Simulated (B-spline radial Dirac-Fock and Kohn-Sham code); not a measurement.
## How the levels of terbium move as electrons are removed

Model: multi-electron Dirac-Fock with separately optimised hole states, Breit and Lamb-shift corrections added in first order. Program: a radial atomic solver. Each ion is free and in its tabulated ground configuration. Correlation and solid-state effects are left out.

Reference: Tb³⁹⁺, [Ar] 3d8, with 1s 53902.8 eV, 2s 10567.3 eV, 2p1/2 10118.2 eV, 3s 3660.7 eV. Shifts from it, in eV (a dash: the subshell is empty, belongs to an open shell averaged over j, or its hole state is left out as unreliable):

```
  ion  configuration       1s       2s    2p1/2       3s
Tb⁴⁰⁺       [Ar] 3d7   +139.7   +134.9   +136.6   +101.3
Tb⁴¹⁺       [Ar] 3d6   +281.8   +271.9   +275.3   +203.8
Tb⁴²⁺       [Ar] 3d5   +426.3   +411.0   +416.2   +307.5
Tb⁴³⁺       [Ar] 3d4        ?        ?        ?        ?
Tb⁴⁴⁺       [Ar] 3d3   +722.5   +695.2   +704.4   +518.3
Tb⁴⁵⁺       [Ar] 3d2   +874.2   +840.3   +851.7   +625.5
Tb⁴⁶⁺       [Ar] 3d1  +1028.3   +987.5  +1001.1   +733.9
Tb⁴⁷⁺   [Ne] 3s2 3p6  +1184.8  +1136.6  +1152.6   +843.4
Tb⁴⁸⁺   [Ne] 3s2 3p5  +1348.8  +1276.0  +1295.3   +941.2
Tb⁴⁹⁺   [Ne] 3s2 3p4  +1514.8  +1416.7  +1439.4  +1039.9
```

Task: Give the missing shifts for Tb⁴³⁺.

Result: 1s +573.2, 2s +552.1, 2p1/2 +559.2, 3s +412.3 (eV).

Values without a named source are computed, but for edge energies of neutral atoms, which are taken from tables.
